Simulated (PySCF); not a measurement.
**How methods differ on the excitation energy of F**

F [He] 2s2 2p5 (2P) → F [He] 2s1 2p6 (2S), as a difference of total energies. All numbers are calculated (PySCF 2.14, the spin-free X2C one-electron Hamiltonian (Gaussian nucleus), in x2c-QZVPPall with one added diffuse shell each of s, p, d, f type (8s5p4d3f1g, 73 functions)). Correlated levels: valence: 1s2 frozen. The calculations carry no spin-orbit coupling.

```json
{"method": "UHF", "excitation energy (eV)": "23.953"}
{"method": "MP2 (valence)", "excitation energy (eV)": "21.938"}
{"method": "SCS-MP2 (valence)", "excitation energy (eV)": "21.826"}
{"method": "CCSD (valence)", "excitation energy (eV)": "21.071"}
{"method": "CCSD(T) (valence)", "excitation energy (eV)": "19.592"}
```

Q: How much does correlation contribute at CCSD(T) (valence)?

A: 19.592 − (23.953) = -4.361 eV, measured against UHF.

A first-order spin-orbit estimate (lowest level to lowest level, LS coupling) adds 0.018 eV.

The upper state lies above the first ionisation limit, where it may autoionise and the basis confines it.

The coupled-cluster amplitudes are large for the upper state (T1 above 0.03 or a double amplitude above 0.15), so a single reference is strained.
